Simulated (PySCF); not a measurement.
## Phosphorus: a sound run and one with changed settings

Sound run: P²⁺ [Ne] 3s2 3p1, P³⁺ [Ne] 3s2. All numbers are calculated (PySCF 2.14, scalar relativity by spin-free X2C-1e, in cc-pVDZ-DK (4s3p1d, 18 functions)). In the sound run the correlated levels freeze [Ne]. The sound run starts from symmetry-adapted Hartree-Fock orbitals and uses a fine grid where one is needed.

Changed run: the non-relativistic Hamiltonian (point nucleus). This setting is unsound on purpose.

```tsv
species	method	sound run (hartree)	changed run (hartree)	converged
P²⁺	UHF	-340.45437	-339.45911	yes
P²⁺	BP86	-340.99806	-340.00334	yes
P²⁺	PBE	-340.81047	-339.81582	yes
P²⁺	MP2	-340.49260	-339.49738	yes
P²⁺	CCSD(T)	-340.51279	-339.51771	yes
P³⁺	UHF	-339.36868	-338.37341	yes
P³⁺	BP86	-339.88375	-338.88893	yes
P³⁺	PBE	-339.69881	-338.70410	yes
P³⁺	MP2	-339.40051	-338.40530	yes
P³⁺	CCSD(T)	-339.41646	-338.42141	yes
```

Ionisation energy of P²⁺:

```json
{"method": "UHF", "sound run (eV)": "29.543", "changed run (eV)": "29.544"}
{"method": "BP86", "sound run (eV)": "30.322", "changed run (eV)": "30.325"}
{"method": "PBE", "sound run (eV)": "30.250", "changed run (eV)": "30.252"}
{"method": "MP2", "sound run (eV)": "29.717", "changed run (eV)": "29.717"}
{"method": "SCS-MP2", "sound run (eV)": "29.698", "changed run (eV)": "29.698"}
{"method": "CCSD", "sound run (eV)": "29.817", "changed run (eV)": "29.816"}
{"method": "CCSD(T)", "sound run (eV)": "29.833", "changed run (eV)": "29.832"}
```

Most of the change in total energy is the relativistic energy itself. On top of that the contraction fixes the core shape for the Hamiltonian it was made with, so the changed run is not a good calculation with the other Hamiltonian either.

For comparison, NIST gives 30.203 eV between the lowest levels.
